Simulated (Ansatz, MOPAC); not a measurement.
Dissociation curve of CH (cation, charge +1), singlet.

- UCCSD = CCSD on UHF/cc-pVDZ, frozen core run with Ansatz (a quantum-chemistry and plane-wave program)
- UHF/cc-pVDZ (Ansatz)
- RMP2 = MP2 on RHF/cc-pVDZ, frozen core run with Ansatz
- PM3, restricted, heats of formation (MOPAC)
- UMP2 = MP2 on UHF/cc-pVDZ, frozen core in Ansatz

Energies are in kcal/mol, each relative to the lowest point of its own curve near equilibrium.

```tsv
R / Å	UCCSD	UHF	RMP2	PM3	UMP2
0.84	59.0	53.2	57.9	32.2	56.8
0.92	26.8	22.6	25.9	12.5	25.2
0.97	14.5	11.3	13.8	5.4	13.3
1.04	4.5	2.6	4.0	0.6	3.8
1.07	2.2	0.8	1.8	0.0	1.6
1.09	1.1	0.2	0.9	0.0	…
1.14	0.0	0.0	0.0	1.2	0.0
1.17	0.2	0.8	0.4	2.5	0.4
1.19	…	1.6	0.9	3.6	1.0
1.26	3.5	5.8	4.3	8.6	4.5
1.33	8.0	…	9.3	14.6	9.6
1.42	15.2	20.7	17.2	23.5	17.6
1.55	…	34.9	30.0	37.9	30.4
1.71	40.7	51.3	45.8	57.7	50.7
1.88	—	61.0	61.5	79.2	66.4
2.05	—	65.8	75.2	98.1	73.3
2.31	—	70.3	…	120.7	78.1
2.50	—	72.3	101.9	133.6	80.3
2.81	—	74.1	113.3	149.2	82.5
3.06	—	75.0	119.5	157.9	83.6
3.46	—	75.6	124.8	166.8	84.4
3.94	—	75.9	125.9	172.9	84.7
4.49	—	76.0	…	176.7	84.9
```

Task: Fill in the missing entries.

Result: 
- 1.09, UMP2: 0.7
- 1.19, UCCSD: 0.6
- 1.33, UHF: 11.7
- 1.55, UCCSD: 26.6
- 2.31, RMP2: 92.3
- 4.49, RMP2: 123.0

A dash means that the run gave no value there, or that the column was ended at a point which the program doubted or which failed a test of continuity chosen for this set; such a test can also cut sound points.

The unrestricted determinant behind UCCSD, UHF, UMP2 is spin-contaminated at 0.84 to 4.49 Å (<S²> up to 1.1, against 0.00 for a pure singlet). The restricted form behind RMP2, PM3 keeps the bonding electrons paired and can't separate into open-shell fragments. The T1 diagnostic of CCSD on the restricted reference of RMP2 exceeds 0.045 at 2.05 to 4.49 Å.
